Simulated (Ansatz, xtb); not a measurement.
## Ranking isomers of C4H10B2S

3 gas-phase structures of C4H10B2S, from a drawn sample of its isomers (lower ones may exist). Each was relaxed with GFN2-xTB; where two conformers were screened, the lower at r2SCAN-D4/def2-SVP is listed:

A. `C=CBCBSC`, a singlet
B. `BSBC1CCC1`, a singlet
C. `CC1(C)BSBC1`, a singlet

Task: Which do you expect lowest at r2SCAN-D4/def2-SVP, and how would the others follow?

Result: Calculated order at r2SCAN-D4/def2-SVP: C (0.0), A (35.2), B (37.7) kcal/mol.

Energies above the lowest of each column, in kcal/mol; the last columns are at B3LYP-D3(BJ)/def2-SVP geometries:

| structure | GFN2-xTB | HF/STO-3G | r2SCAN-D4/def2-SVP | B3LYP-D3(BJ)/def2-SVP | CCSD(T)/def2-SVP + ΔMP2/def2-TZVPP |
| --- | --- | --- | --- | --- | --- |
| C | 0.0 | 0.0 | 0.0 | 0.0 | 0.0 |
| A | 49.2 | 61.2 | 35.2 | 31.4 | 32.6 |
| B | 16.2 | 34.0 | 37.7 | 34.9 | 35.8 |

Every level run on C puts it lowest or level with the lowest. Flexible structures stand in one conformer each, not always the lowest. B keeps a small imaginary mode. The ΔMP2 step shifts differences by up to 3.5 kcal/mol, which makes them less sure. ΔMP2 is the change of the MP2 energy from the smaller to the larger basis.

Programs: Ansatz 0.2.0, xtb 6.7.1.
